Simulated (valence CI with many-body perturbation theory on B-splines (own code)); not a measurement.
Values are calculated unless marked as measured or tabulated.
**From CI to CI+MBPT in Pd38+**

Level of theory: relativistic CI+MBPT: six valence electrons over a frozen Dirac-Fock core [He], a basis of 9 s, 9 p, 8 d, 6 f, 3 g, 1 h functions for each j, with the one-electron correlation potential Σ1 (screened to all orders), the two-electron term Σ2, the three-electron term Σ3, Breit, model QED; selected single and double excitations, second order for the rest, scaled by the run's own slope (own B-spline code, finite nucleus).

The last digits are not significant, and no measured levels were compared; by estimate large intervals hold to a few tenths of a per cent, small ones and those within an open d or f shell to about a per cent. Among the levels kept, up to 2200 cm⁻¹ of a level comes from second order outside the variational space, and about a tenth of that is noise between levels of different J, which matters for small intervals.

Each rung adds one term. CI alone is the Dirac-Coulomb CI over the frozen core; QED comes last and gives the full result, which names the levels. Energies are above (2s^2 2p1/2^2 2p3/2^2) J=2 on the same rung, in Ry. A blank means that the level has no clear partner on that rung.

Levels are named by their leading jj configuration (3d3/2^4 stands for four electrons in 3d with j = 3/2), which in mixed levels can hold well under half, so a name can repeat and another be missing. Letters in brackets count levels of one name in rising energy.

```
                             Level  CI alone    + Σ1    + Σ2    + Σ3  + Breit    Full
        (2s^2 2p1/2^2 2p3/2^2) J=0      2.06    2.06    2.07    2.07     2.19    2.19
          (2s^2 2p1/2 2p3/2^3) J=1     12.01   12.01   12.01   12.01    11.88   11.90
          (2s^2 2p1/2 2p3/2^3) J=2     13.23   13.24   13.24   13.24    12.98   13.00
                (2s^2 2p3/2^4) J=0     25.99   26.00   26.02   26.01    25.68   25.72
          (2s 2p1/2^2 2p3/2^3) J=2     27.66   27.65   27.63   27.62    27.64   27.42
          (2s 2p1/2^2 2p3/2^3) J=1     30.64   30.63   30.60   30.59    30.63   30.41
            (2s 2p1/2 2p3/2^4) J=0     40.16   40.15   40.14   40.13    39.99   39.80
            (2s 2p1/2 2p3/2^4) J=1     42.44   42.44   42.41   42.39    42.21   42.02
             (2p1/2^2 2p3/2^4) J=0     60.47   60.45   60.40   60.37    60.46   60.03
       (2s^2 2p1/2^2 2p3/2 3s) J=2    230.70  230.72  230.72  230.71   230.51  230.56
       (2s^2 2p1/2^2 2p3/2 3s) J=1    231.12  231.14  231.14  231.13   230.94  230.99
    (2s^2 2p1/2^2 2p3/2 3p1/2) J=1    235.18  235.19  235.20  235.19   235.08  235.07
    (2s^2 2p1/2^2 2p3/2 3p1/2) J=2    235.34  235.35  235.36  235.35   235.21  235.19
    (2s^2 2p1/2^2 2p3/2 3p3/2) J=3    238.72  238.73  238.74  238.73   238.51  238.51
    (2s^2 2p1/2^2 2p3/2 3p3/2) J=1    238.72  238.73  238.74  238.73   238.53  238.52
    (2s^2 2p1/2^2 2p3/2 3p3/2) J=2    239.79  239.80  239.81  239.79   239.60  239.59
    (2s^2 2p1/2^2 2p3/2 3p3/2) J=0    240.75  240.76  240.77  240.76   240.61  240.61
   (2s^2 2p1/2 2p3/2^2 3s) J=2 [a]    241.95  241.97  241.98  241.97   241.58  241.65
   (2s^2 2p1/2 2p3/2^2 3s) J=1 [a]    242.43  242.46  242.46  242.45   242.05  242.13
       (2s^2 2p1/2 2p3/2^2 3s) J=3    243.42  243.45  243.45  243.44   242.88  242.96
   (2s^2 2p1/2 2p3/2^2 3s) J=2 [b]                    243.73  243.72   243.24  243.31
    (2s^2 2p1/2^2 2p3/2 3d3/2) J=2                    243.86  243.85   243.59  243.58
    (2s^2 2p1/2^2 2p3/2 3d3/2) J=3    244.09  244.11  244.12  244.11   243.86  243.85
    (2s^2 2p1/2^2 2p3/2 3d3/2) J=1    244.21  244.23  244.23  244.22   244.02  244.01
    (2s^2 2p1/2^2 2p3/2 3d3/2) J=0    244.17  244.19  244.20  244.19   244.05  244.03
    (2s^2 2p1/2^2 2p3/2 3d5/2) J=4    244.86  244.88  244.89  244.88   244.61  244.60
       (2s^2 2p1/2 2p3/2^2 3s) J=0    245.05  245.07  245.09  245.07   244.72  244.80
   (2s^2 2p1/2 2p3/2^2 3s) J=1 [b]    245.17  245.20  245.21  245.19   244.83  244.91
    (2s^2 2p1/2^2 2p3/2 3d5/2) J=2    245.33  245.35  245.35  245.34   245.09  245.08
    (2s^2 2p1/2^2 2p3/2 3d5/2) J=3    246.16  246.18  246.18  246.17   245.90  245.89
(2s^2 2p1/2 2p3/2^2 3p1/2) J=1 [a]    246.37  246.39  246.40  246.38   246.07  246.08
```

Problem. How does the ionisation energy move along the ladder, and which term matters most?

Solution. CI alone 5683.3, + Σ1 5683.6, + Σ2 5683.8, + Σ3 5683.6, + Breit 5679.8, + QED 5679.7 eV. The largest step is Breit, -3.8 eV. NIST lists 5683 ± 11 eV (semi-empirical).
